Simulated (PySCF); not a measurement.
C7H7, SMILES c1cc(C)cc[c]1 (connectivity only; charge and spin as stated), charge +1, multiplicity 1. Atoms are numbered in the order given.

```xyz
14

C      2.3249    -0.0062     0.0000
C      0.8267     0.0114     0.0000
C      0.1123     0.0079     1.2067
C     -1.3130    -0.0012     1.2718
C     -1.6864    -0.0119     0.0000
C     -1.3130    -0.0012    -1.2718
C      0.1123     0.0079    -1.2067
H      2.6898    -1.0461     0.0000
H      2.7320     0.4900     0.8905
H      2.7320     0.4900    -0.8905
H      0.6215     0.0131     2.1771
H     -1.8895     0.0001     2.1988
H     -1.8895     0.0001    -2.1988
H      0.6215     0.0131    -2.1771
```
Charge +1, spin multiplicity 1.

The structure is a stationary point at PBE0-D3(BJ)/def2-SVP. The spin state was assumed, not searched. The isomer is the one that the SMILES or the coordinates give; other isomers of the formula were not compared.

Level of theory: CAM-B3LYP/def2-TZVP (PySCF).

Symmetry labels are those of the subgroup Cs that the program uses (full group Cs).

Computed valence orbital energies around the gap with their symmetry:
| orbital | symmetry | energy (eV) |
|---|---|---|
| HOMO−7 | A' | -19.76 |
| HOMO−6 | A' | -18.83 |
| HOMO−5 | A" | -17.45 |
| HOMO−4 | A' | -17.38 |
| HOMO−3 | A' | -17.15 |
| HOMO−2 | A" | -16.55 |
| HOMO−1 | A" | -14.58 |
| HOMO | A' | -14.09 |
| LUMO | A' | -7.92 |
| LUMO+1 | A" | -5.25 |
| LUMO+2 | A' | -4.54 |
| LUMO+3 | A' | -1.93 |
